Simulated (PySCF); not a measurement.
**As⁺ (arsenic, charge +1) across methods**

[Ar] 3d10 4s2 4p2, high-spin 3P determinant. All numbers are calculated (PySCF 2.14, scalar relativity through the core potential, in aug-cc-pVTZ-PP with one added diffuse shell each of s, d, f type with ECP10MDF (7s5p5d3f, 68 functions)).

```csv
method,E (hartree),mean ε 4s α (eV),mean ε 4s β (eV),mean ε 4p α (eV),Σ⟨r²⟩ (bohr²),⟨S²⟩
LDA,-331.5380,-24.175,-22.632,-13.984,29.49,2.001
PBE0,-332.0204,-25.766,-23.273,-15.248,29.48,2.003
BP86,-332.1977,-24.046,-22.407,-14.028,29.44,2.002
B3LYP,-332.1099,-25.394,-23.355,-14.874,29.52,2.002
r2SCAN,-331.9317,-24.643,-22.388,-14.417,29.31,2.004
PBEsol,-331.7151,-23.972,-22.195,-13.946,29.48,2.002
UHF,-330.86418,-30.438,-25.308,-18.440,29.76,2.009
PBE,-332.0528,-23.932,-22.184,-13.964,29.54,2.002
```

**Question.** Estimate the same row for M06-L.

**Answer.** E (hartree) = -332.0967; mean ε 4s α (eV) = -24.247; mean ε 4s β (eV) = -22.113; mean ε 4p α (eV) = -14.071; Σ⟨r²⟩ (bohr²) = 29.16; ⟨S²⟩ = 2.003.

Energies and moments cover only the electrons outside the core potential.
